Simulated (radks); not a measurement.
Kinetic energies: the exact non-interacting value of the Kohn-Sham orbitals and orbital-free approximations, in hartree. Species: Lu3+ [Xe] 4f14; Se+ [Ar] 3d10 4s2 4p3. Calculated with a radial shooting solver on a logarithmic mesh with Libxc functionals: non-relativistic Kohn-Sham, exchange-only B88, spin-polarised, spherical densities, point nucleus. Every spin shell is full or empty, so the densities are truly spherical. Functionals are evaluated on that one density, not self-consistently.

\begin{tabular}{lrr}
functional & Lu3+ & Se+ \\ \hline
exact & 13851.2 & 2399.66 \\
Thomas-Fermi & 13178 & 2255.3 \\
von Weizsacker & 5111.9 & 1134.6 \\
TF + vW & 18290 & 3389.9 \\
TF + vW/9 & 13746 & 2381.3 \\
TF + vW/5 & 14200 & 2482.2 \\
LC94 & 13845 & 2399.6 \\
revAPBEK & 13870 & 2406.9 \\
Perdew 92 & 13747 & 2381.6 \\
Thakkar & 13740 & 2387.7 \\
LKT & 16152 & 2934.1 \\
PG1 & 15646 & 2822.2 \\
DePristo-Kress & 13817 & 2397.1 \\
Ernzerhof & 13777 & 2389.9 \\
\end{tabular}
